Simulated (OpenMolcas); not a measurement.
**Re4+: moving or changing the point charges**

Re4+ among 4 point charges of -2 e arranged as a tetrahedron (Td), 1.87 Å from the ion.
```
   1.0796    1.0796    1.0796  -2.00
   1.0796   -1.0796   -1.0796  -2.00
  -1.0796    1.0796   -1.0796  -2.00
  -1.0796   -1.0796    1.0796  -2.00
```

* Program: OpenMolcas
* Method: SS-CASPT2, IPEA 0.25 Eh, imaginary shift 0.1 Eh (closed shells correlated: 4f 5s 5p)
* Basis: ANO-RCC-VDZP [7s6p4d2f1g]
* Scalar Hamiltonian: DKH2, point nucleus
* Active space: 3 electrons in 5 orbitals (5d)
* State averaging: 2S+1 = 4 even, 10 roots; 2S+1 = 2 even, 40 roots
* Spin-orbit coupling: RASSI with atomic mean-field integrals over the reference wave functions

Runs around this geometry, states (labels of Td). Energies in cm-1 above the lowest state or level, χT in cm3 K/mol; under a threefold ground state the first gap can be a small split of the lowest multiplet, not the spin-orbit step.

| R (Å) | q (e) | Ground state | First state of that spin | First gap with spin-orbit (degeneracies) | χT at 300 K | First state of another spin |
| --- | --- | --- | --- | --- | --- | --- |
| 1.87 | -1.3 | 4T1 | 4T2 3700 | 4500 (4, 2) | 0.122 | 2E 10660 |
| 1.72 | -2 | 4T1 | 4T2 6530 | 3810 (4, 2) | 0.157 | 2E 7180 |
| 1.87 | -2 | 4T1 | 4T2 4680 | 4190 (4, 2) | 0.128 | 2E 9110 |
| 2.05 | -2 | 4T1 | 4T2 3680 | 4480 (4, 2) | 0.120 | 2E 10910 |

Taking the first state of the same spin as R^-n, n = -ln(3680 / 6530) / ln(2.05 / 1.72) = 3.3 between the shortest and longest distance.

Scaling the charges by -1.3 / -2 = 0.65 scales the first state of the same spin by 3700 / 4680 = 0.79; with fixed orbitals a first-order splitting would follow the charge.

Roots that are degenerate in the reference are averaged as groups; the widest CASPT2 spread within a group is 230 cm-1 (the 3-fold group of multiplicity 2 near 13000 cm-1 above the lowest state of its run, R = 1.87, q = -2). Shifts and gaps below about the spread of the groups concerned are not significant. Point charges give a weaker field than real ligands, and real ions of this kind are as a rule low spin; the high spin found here belongs to the model. Free-ion shares, where given, are those of the reference states; single-state CASPT2 does not remix them. Spin-orbit coupling mixes the spin-free states strongly: the lowest level takes only 57 % from its leading state, 4T1 (figures for R = 1.87, q = -1.3; the like holds for R = 1.72, q = -2, R = 1.87, q = -2, R = 2.05, q = -2). This is an electrostatic model: the charges have no orbitals. No measured value stands beside these numbers.
